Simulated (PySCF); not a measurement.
# TDDFT excited states: C2H7NOSi

Species: C2H7NOSi.
Z-matrix (Å and degrees, PBE0-D3(BJ)/def2-SVP geometry), rows numbered from 1:
```
N 
C   1  1.4551
Si  2  1.8913  1  106.65
C   3  1.9324  2  107.98  1   -60.05
O   4  1.2062  3  123.05  2  -157.08
H   1  1.0176  2  111.85  3   170.37
H   1  1.0177  2  110.89  3   -70.50
H   2  1.1040  1  108.97  3  -115.24
H   2  1.1107  1  116.24  3   125.47
H   3  1.4931  2  113.63  1   177.53
H   3  1.4985  2  108.76  1    55.98
H   4  1.1264  3  116.51  2    23.70
```

Computed, not measured: PySCF, TDDFT B3LYP/def2-SVPD, vertical, gas phase, core orbitals frozen in the response.

Q: Predict the UV-vis stick spectrum at this level.

A: 

| state | E (eV) | λ (nm) | f | main configurations (H = HOMO, L = LUMO) |
| --- | --- | --- | --- | --- |
| S1 | 3.14 | 395.3 | 0.0009 | H→L (94%) |
| S2 | 4.64 | 267.4 | 0.019 | H-1→L (94%) |
| S3 | 5.71 | 217.0 | 0.0061 | H→L+1 (91%) |
| S4 | 6.12 | 202.5 | 0.017 | H→L+2 (79%), H-1→L+1 (14%) |
| S5 | 6.26 | 198.2 | 0.0034 | H-1→L+1 (65%), H→L+3 (15%), H→L+2 (11%) |
| S6 | 6.49 | 191.1 | 0.0025 | H-2→L (55%), H→L+3 (36%) |
| S7 | 6.51 | 190.5 | 0.0084 | H→L+3 (42%), H-2→L (40%) |
| S8 | 6.79 | 182.5 | 0.0027 | H→L+4 (69%), H-3→L (15%) |
| S9 | 6.86 | 180.7 | 0.041 | H-1→L+2 (64%), H→L+5 (18%) |
| S10 | 6.93 | 178.8 | 0.019 | H-3→L (45%), H→L+5 (26%), H→L+4 (13%) |

Triplets, Tamm–Dancoff:

```tsv
state	E (eV)	λ (nm)	main configurations (H = HOMO, L = LUMO)
T1	2.48	499.0	H→L (91%)
T2	4.52	274.6	H-1→L (91%)
T3	5.54	223.8	H→L+1 (79%), H-1→L+1 (15%)
T4	5.65	219.6	H-4→L (50%), H-3→L (27%), H-2→L (12%)
```

The lowest singlet lies at 3.14 eV (395 nm, visible) and is very weak; its leading configuration is HOMO→LUMO (94%). The most intense listed level is S9 at 6.86 eV (181 nm, f = 0.041), 3.73 eV above S1. Löwdin shares by element: HOMO oxygen 44%, carbon 17% or more, silicon 10%, nitrogen 9% (atoms not listed hold the other 20%); LUMO carbon 41% or more, oxygen 34%, silicon 12%, hydrogen 6% or more. Orbital energies (eV): HOMO-3 -9.54, HOMO-2 -9.16, HOMO-1 -7.27, HOMO -6.54, LUMO -1.74, LUMO+1 0.01, LUMO+2 0.53. Of the 10 states listed, 4 reach f = 0.01 and none stays under 0.0005. Weighted by f, the mean energy of these states is 6.28 eV. S1 lies in the visible range (380 to 750 nm), at 395 nm, f = 0.0009; light of that wavelength is violet, and its complementary colour is yellow-green; a Tamm–Dancoff triplet lies at 499 nm, without intensity as long as spin–orbit coupling is left out. The vertical ionisation energy (ΔSCF) is 8.76 eV, 1.82 eV above S10. The window holds the lowest 10 singlets.

One conformer stands for the species.
